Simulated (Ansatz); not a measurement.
Species: HClGaO, SMILES `[OH][Ga][Cl]` (H–O–Ga–Cl torsion 180°) (charge 0, multiplicity 2).

Task: Give a relaxed geometry from Ansatz (an electronic-structure program) with PBE0-D4/def2-TZVP.

Result: Several could match; the one computed here: the end point of this relaxation, one of several conformers (outside a Z-matrix the atoms follow the SMILES, hydrogens last).
Z-matrix (Å, degrees):
```
Ga
O 1 1.7947
H 2 0.9611 1 113.98
Cl 1 2.1604 2 115.58 3 -179.99
```
